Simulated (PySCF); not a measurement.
Labels have come off several samples. The candidates:

A. `C1(=C)/C(=C/N=C)C(C#N)=C1`
B. `c1(C#C)ncc(C)c(F)n1`
C. `O=C1OC[C@@H]1C(F)F`

Spectrum 1. 1H NMR (400 MHz, computed): δ 7.72 (d, 1H), 7.52 (s, 1H), 7.41 (d, 1H), 6.76 (s, 1H), 5.43 (m, 1H), 5.40 (m, 1H). 13C{1H} NMR (computed): δ 164.1 (CH), 157.7 (CH2), 152.4 (C), 150.1 (C), 135.4 (C), 131.6 (CH), 117.4 (C), 110.0 (CH2).

Spectrum 2. 1H NMR (400 MHz, computed): δ 6.52 (m, 1H), 4.75 (m, 1H), 4.36 (m, 1H), 3.93 (m, 1H). 13C{1H} NMR (computed): δ 168.3 (C), 118.5 (CH), 61.6 (CH), 59.3 (CH2).

Spectrum 3. 1H NMR (400 MHz, computed): δ 8.81 (m, 1H), 2.71 (s, 1H), 2.40 (s, 3H). 13C{1H} NMR (computed): δ 178.1 (C), 166.0 (CH), 154.7 (C), 122.7 (C), 86.6 (C), 86.4 (CH), 14.3 (CH3).

[PySCF: GFN2-xTB geometry; shieldings: GIAO PBE0/pcSseg-1; one conformer; rapidly exchanging positions averaged; no solvent; non-relativistic]

Chemical shifts δ = σref − σ; 1H and 13C vs TMS, all at this level. Splittings of carbon signals by F and P are missing where no couplings were computed. Where no couplings were computed, multiplicities follow the n + 1 count of equivalent neighbours, and m marks all less simple cases (inequivalent or close neighbours, rings, F or P nearby). Shifts are as computed. Against solution values, carbons near 30 ppm lie about +3 ppm off and those near 130 ppm about +5 ppm. Of 1211 compounds with measured shifts, 218 miss one by over three times the rms of a fit or turn the order of signals round; such compounds aren't used in these exercises.

Problem. Which spectrum belongs to which compound?

Solution. 1–A, 2–C, 3–B.

- Spectrum 1 (A): 8 13C signals; δC 164.1 is an alkene CH; δC 152.4 is a fully substituted alkene carbon.
- Spectrum 2 (C): 4 13C signals; δC 168.3 is an ester carbonyl carbon; δC 118.5 is an sp3 CH bonded to 2 F.
- Spectrum 3 (B): 7 13C signals; δC 178.1 is an aromatic carbon bearing fluorine; δC 166.0 is an aromatic CH next to a ring nitrogen.
